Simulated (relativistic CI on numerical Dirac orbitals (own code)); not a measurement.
# Radial parameters of Pm⁴¹⁺

These numbers are calculated, not measured: Dirac-Coulomb-Breit CI, KLI orbitals optimised for each configuration, QED by a radiative potential, unscaled Slater integrals (own radial code, finite nucleus).

Slater integrals F^k, G^k are unscaled and averaged over j, outside the closed core [Ne]; ζ comes from projecting the Hamiltonian with its Breit term on Σ l·s of the shell.

- 3s²3p⁶3d²: F^2(3d,3d) = 484450, F^4(3d,3d) = 313160, ζ(3d) = 96681 cm⁻¹; <r>(3d) = 0.2113, <r^2>(3d) = 0.0517 (bohr units).
- 3s²3p⁵3d³: ζ(3p) = 713380, F^2(3d,3d) = 483610, F^4(3d,3d) = 312600, F^2(3p,3d) = 416930, G^1(3p,3d) = 441650, G^3(3p,3d) = 295860, ζ(3d) = 95700 cm⁻¹; <r>(3p) = 0.2379, <r^2>(3p) = 0.06542, <r>(3d) = 0.2117, <r^2>(3d) = 0.05187 (bohr units).
- 3s3p⁶3d³: F^2(3d,3d) = 483250, F^4(3d,3d) = 312360, G^2(3s,3d) = 333960, ζ(3d) = 96197 cm⁻¹; <r>(3s) = 0.2435, <r^2>(3s) = 0.06762, <r>(3d) = 0.2118, <r^2>(3d) = 0.05194 (bohr units).

Problem. Give the Racah parameters of the d shell in 3s²3p⁶3d².

Solution. B = F²/49 − 5F⁴/441 = 6336 cm⁻¹ and C = 35F⁴/441 = 24854 cm⁻¹.

Averages of the first 10 configurations, taken without configuration mixing, which lowers the lowest level and can move excited configurations by several eV; other configurations of the list can lie among them:

```
Configuration  Parity  States  Average energy above the lowest level (eV)
    3s²3p⁶3d²    even      45                                        41.3
    3s²3p⁵3d³     odd     720                                       325.5
     3s3p⁶3d³    even     240                                       580.0
   3s²3p⁶3d4s    even      20                                      1281.0
   3s²3p⁶3d4p     odd      60                                      1376.2
   3s²3p⁶3d4d    even     100                                      1490.3
  3s²3p⁵3d²4s     odd     540                                      1556.7
   3s²3p⁶3d4f     odd     140                                      1581.4
  3s²3p⁵3d²4p    even    1620                                      1652.2
  3s²3p⁵3d²4d     odd    2700                                      1765.8
```
